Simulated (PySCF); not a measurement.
## How methods differ on the ionisation energy of Pt⁺

Pt⁺ [Xe] 4f14 5d9 (2D) → Pt²⁺ [Xe] 4f14 5d8 (3F), as a difference of total energies. Computed with PySCF 2.14 in def2-QZVPPD with the def2 core potential (60 electrons), with scalar relativity through the core potential. Correlated levels: valence: 5s2 5p6 frozen; valence and next inner shell: nothing frozen outside the core potential. The calculations carry no spin-orbit coupling.

Question: Order these methods by the ionisation energy they give, lowest first.
A. MP2 (valence)
B. TPSSh
C. PBE0
D. SCS-MP2 (valence)

Answer: D (18.651 eV), B (18.728 eV), A (18.764 eV), C (18.874 eV).

The reference lies between the lowest fine-structure levels, while these numbers refer to the centres of the terms.

Errors of the correlated levels include the incompleteness of this basis and the frozen core.

For comparison: 18.56 ± 0.12 eV (measured; NIST Atomic Spectra Database, ionization energies).
